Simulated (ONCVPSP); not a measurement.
**How hard is this bismuth ONCV potential?**

bismuth, optimised norm-conserving Vanderbilt (ONCV), made with ONCVPSP 4.0.1 (PW91, fully relativistic). Core [Kr] 4d10 4f14, reference 5s2 5p6 5d10 6s2 6p2 (charge +1). Waves: 5s+6s: rc 1.50 bohr, ncon 5, nbas 10, qcut 8.5 1/bohr, 2 projectors; 5p+6p: rc 1.80 bohr, ncon 4, nbas 7, qcut 6.9 1/bohr, 2 projectors; 5d: rc 1.20 bohr, ncon 4, nbas 7, qcut 8.1 1/bohr, 2 projectors, debl 1.3 Ha. Local part: polynomial inside 1.10 bohr (lpopt 3, dvloc0 -1 Ha). Core correction: Teter function fitted to the true core (icmod 2), fcfact 0.15.

Open shells are filled in proportion to 2j + 1.

Question: For each optimised wave give the share of its norm inside rc, the residual kinetic energy above qcut (Ha) and the cutoffs (Ha) for errors of 10, 1, 0.1 and 0.01 mHa per electron.

Answer:

```json
{"wave": "5s", "norm inside rc": "0.984", "residual KE": "2.8e-05", "10 mHa": "22.8", "1 mHa": "28.7", "0.1 mHa": "33.4", "0.01 mHa": "82.6"}
{"wave": "6s", "norm inside rc": "0.168", "residual KE": "4.6e-05", "10 mHa": "21.8", "1 mHa": "28.9", "0.1 mHa": "34.3", "0.01 mHa": "71.4"}
{"wave": "5p j=3/2", "norm inside rc": "0.983", "residual KE": "9.4e-06", "10 mHa": "14.9", "1 mHa": "18.3", "0.1 mHa": "21.3", "0.01 mHa": "24.0"}
{"wave": "6p j=3/2", "norm inside rc": "0.112", "residual KE": "3.7e-06", "10 mHa": "11.9", "1 mHa": "15.8", "0.1 mHa": "18.7", "0.01 mHa": "21.8"}
{"wave": "5p j=1/2", "norm inside rc": "0.993", "residual KE": "5.3e-05", "10 mHa": "16.7", "1 mHa": "20.0", "0.1 mHa": "23.2", "0.01 mHa": "42.7"}
{"wave": "6p j=1/2", "norm inside rc": "0.186", "residual KE": "2.7e-05", "10 mHa": "14.7", "1 mHa": "18.8", "0.1 mHa": "22.2", "0.01 mHa": "28.0"}
{"wave": "5d j=5/2", "norm inside rc": "0.513", "residual KE": "2.9e-04", "10 mHa": "20.1", "1 mHa": "25.0", "0.1 mHa": "82.8", "0.01 mHa": "118.2"}
{"wave": "d projector 2 j=5/2", "norm inside rc": "0.043", "residual KE": "2.8e-05", "10 mHa": "15.6", "1 mHa": "21.5", "0.1 mHa": "26.1", "0.01 mHa": "84.8"}
{"wave": "5d j=3/2", "norm inside rc": "0.550", "residual KE": "1.9e-04", "10 mHa": "21.7", "1 mHa": "26.5", "0.1 mHa": "64.0", "0.01 mHa": "117.1"}
{"wave": "d projector 2 j=3/2", "norm inside rc": "0.042", "residual KE": "1.8e-05", "10 mHa": "16.6", "1 mHa": "22.6", "0.1 mHa": "27.4", "0.01 mHa": "55.4"}
```

The occupied waves need 29 Ha and 83 Ha for 1 and 0.1 mHa.
